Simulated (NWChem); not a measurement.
System: BiHF₂; SMILES [F][BiH][F]

Input file for NWChem:

```
start job
memory heap 200 mb stack 900 mb global 1100 mb
geometry units angstroms noautoz
  Bi    -0.194272     0.009933     0.000000
  H     -0.303830    -1.802786     0.000000
  F      1.156969     0.046359     1.513814
  F      1.156969     0.046359    -1.513814
end
basis spherical
  * library def2-svpd
end
ecp
  Bi library def2-ecp
end
dft
  xc xcamb88 1.00 lyp 0.81 vwn_5 0.19 hfexch 1.00
  cam 0.33 cam_alpha 0.19 cam_beta 0.46
  iterations 150
end
tddft
  cis
  nroots 6
  notriplet
end
task tddft energy
```

The geometry was optimised at PBE0/def2-SVP. No frequency run checked for a minimum. def2 effective core potentials on Bi; no spin-orbit coupling.

Vertical excitations in the gas phase.

**Question.** Give the results of this calculation. (CAM-B3LYP/def2-SVPD with def2 effective core potentials on Bi, TDA.) Quantities: lowest excitation, singlet (eV); oscillator strength of that lowest state; lowest state with f > 0.02, singlet (eV); oscillator strength of that bright state; orbital gap (eV).

**Answer.** 
```yaml
lowest excitation, singlet (eV): 5.30
oscillator_strength_of_that_lowest_state: 0.016
lowest state with f > 0.02, singlet (eV): 5.51
oscillator_strength_of_that_bright_state: 0.021
orbital gap (eV): 8.88
```
